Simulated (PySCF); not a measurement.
Start geometry of `CC#[C][Ge@H]([O]C)[c]1ccco1` from GFN2-xTB (Å):
```
atom  x, y, z in Å
C1    -3.9027   -2.1057   -0.3417
C2    -2.8508   -1.1520   -0.1106
C3    -1.9693   -0.3676    0.0809
Ge4   -0.4890    0.8322    0.4221
O5    -0.5162    1.8337   -1.0373
C6     0.4536    2.8224   -1.3162
C7     1.2059   -0.0724    0.6166
C8     1.7982   -1.1700    0.0641
C9     3.0832   -1.2445    0.6339
C10    3.1942   -0.1877    1.4643
O11    2.0568    0.5292    1.4710
H12   -4.5066   -1.7552   -1.1959
H13   -3.5469   -3.0612   -0.5569
H14   -4.5849   -2.1293    0.5376
H15   -0.7548    1.6865    1.6468
H16    0.4109    3.6641   -0.5991
H17    1.4719    2.4144   -1.2983
H18    0.2384    3.1996   -2.3109
H19    1.3270   -1.8527   -0.6322
H20    3.8071   -1.9834    0.4162
H21    3.9849    0.1554    2.0677
```

Q: What comes out of this run: PBE0-D3(BJ)/def2-SVP geometry optimisation, gas phase (PySCF)?

A: 
```
atom  x, y, z in Å
C1    -3.7187   -2.2783   -0.4197
C2    -2.7100   -1.2610   -0.1892
C3    -1.8737   -0.3956   -0.0028
Ge4   -0.5644    0.9159    0.3294
O5    -0.4993    1.9298   -1.1352
C6     0.4417    2.9636   -1.2027
C7     1.1265    0.0276    0.6007
C8     1.5366   -1.2592    0.3710
C9     2.9100   -1.3257    0.7539
C10    3.2330   -0.0741    1.1894
O11    2.1700    0.7448    1.1036
H12   -4.3290   -2.0286   -1.3014
H13   -3.2576   -3.2632   -0.5921
H14   -4.3937   -2.3653    0.4459
H15   -0.9128    1.8195    1.5250
H16    0.2833    3.7353   -0.4233
H17    1.4828    2.6001   -1.1055
H18    0.3480    3.4570   -2.1831
H19    0.9161   -2.0593   -0.0278
H20    3.5715   -2.1884    0.7130
H21    4.1492    0.3648    1.5775
```

The energy falls by 6.4 kcal/mol over 14 energy and gradient evaluations, the largest force component goes from 0.0524 to 3.4e-04 Eh/bohr, and the atoms move by 0.328 Å rms after alignment. The bond that changes most is C1–H13 (propargylic carbon to methyl hydrogen), which lengthens by 0.059 Å. Bonds longer at the end by more than 0.005 Å: 14 of 21; shorter: 3. Among the angles that change most is C3–Ge4–C7, from 113.5° to 108.3°. Among the dihedrals that turn most is O5–Ge4–C7–C8, from -78° to -103°. Rotational constants go from 1150, 551.2, 418.2 to 1099, 590.0, 416.6 MHz. The orientation of the end geometry is arbitrary; only internal coordinates are fixed.

The run used 222 basis functions and 104 SCF cycles in all.

Stationary, but not proved a minimum. The numbers are those of one conformer.
